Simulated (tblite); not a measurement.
Compound: C5H9F3SeSi.
Atom-mapped SMILES: `[CH3:1][Se:2][SiH2:3][C@@H:4]([CH3:5])[C:6]([F:7])=[C:8]([F:9])[F:10]` (hydrogens: H11, H12, H13 on C1; H14, H15 on Si3; H16 on C4; H17, H18, H19 on C5)

Computed with GFN2-xTB (tblite), gas phase: L-BFGS steps from a force-field or distance-geometry start until the largest atomic force falls under 0.01 eV/Å.

Geometry at step 16:
```
atom  x, y, z in Å
C1      3.6003   -0.8740   -0.6326
Se2     1.7217   -1.4140   -0.7680
Si3     0.8539    0.3246    0.3866
C4     -1.0496    0.1848    0.5857
C5     -1.5743    1.5143    1.1287
C6     -1.7412   -0.1320   -0.6925
F7     -1.5676    0.7659   -1.6870
C8     -2.4940   -1.1965   -0.9515
F9     -3.1242   -1.4822   -2.0856
F10    -2.7219   -2.1421   -0.0421
H11     3.8037   -0.0556   -1.3185
H12     3.8326   -0.5712    0.3844
H13     4.2000   -1.7391   -0.9050
H14     1.3942    0.3049    1.7514
H15     1.2295    1.5851   -0.2624
H16    -1.2793   -0.6096    1.2994
H17    -1.0726    1.7457    2.0615
H18    -2.6490    1.4757    1.3073
H19    -1.3721    2.3245    0.4326
```

**Question.** Give the atomic forces at this geometry.

**Answer.** 
| atom | Fx (eV/Å) | Fy (eV/Å) | Fz (eV/Å) |
| --- | --- | --- | --- |
| C1 | 0.070 | -0.002 | 0.002 |
| Se2 | -0.031 | -0.059 | -0.023 |
| Si3 | 0.097 | 0.065 | 0.007 |
| C4 | -0.147 | 0.031 | -0.117 |
| C5 | 0.012 | 0.035 | 0.036 |
| C6 | 0.056 | -0.125 | -0.141 |
| F7 | 0.039 | 0.074 | 0.037 |
| C8 | 0.056 | 0.009 | 0.093 |
| F9 | 0.104 | 0.080 | 0.068 |
| F10 | -0.037 | -0.042 | 0.034 |
| H11 | -0.072 | -0.014 | -0.008 |
| H12 | -0.079 | -0.042 | 0.017 |
| H13 | -0.019 | 0.022 | -0.012 |
| H14 | 0.016 | 0.036 | 0.014 |
| H15 | -0.073 | -0.015 | -0.004 |
| H16 | -0.009 | -0.004 | -0.061 |
| H17 | -0.017 | 0.030 | 0.106 |
| H18 | 0.061 | -0.045 | -0.001 |
| H19 | -0.030 | -0.036 | -0.046 |

The largest, 0.20 eV/Å, acts on C6; the rms over all components is 0.059 eV/Å. The forces sum to zero within rounding, as they must for an isolated molecule in no field.

**Question.** Give the force on C6 in Eh/bohr and in nN.

**Answer.** 0.197 eV/Å ÷ 51.422 = 0.00382 Eh/bohr, and 0.197 eV/Å × 1.602 = 0.31 nN.

**Question.** How far is this geometry from the end of the optimisation?

**Answer.** 0.050 eV above it, and 0.234 Å rms away after alignment. The bonds farthest from their final lengths, with half the difference of the two atoms' forces along the bond (positive lengthens):

```csv
bond,now (Å),final (Å),force along bond (eV/Å)
Se2–Si3,2.260,2.264,+0.03
C1–Se2,1.959,1.956,+0.06
C4–C6,1.487,1.484,-0.02
C4–C5,1.529,1.526,0.00
Si3–H15,1.467,1.464,-0.05
C5–H17,1.084,1.086,+0.02
```

The angle farthest from its final value is Se2–Si3–C4, 112.2° against 106.1°.

What follows is the cost of the whole relaxation. The run took 1.8 s of wall time on Arm Neoverse N1, one thread, on a shared host.
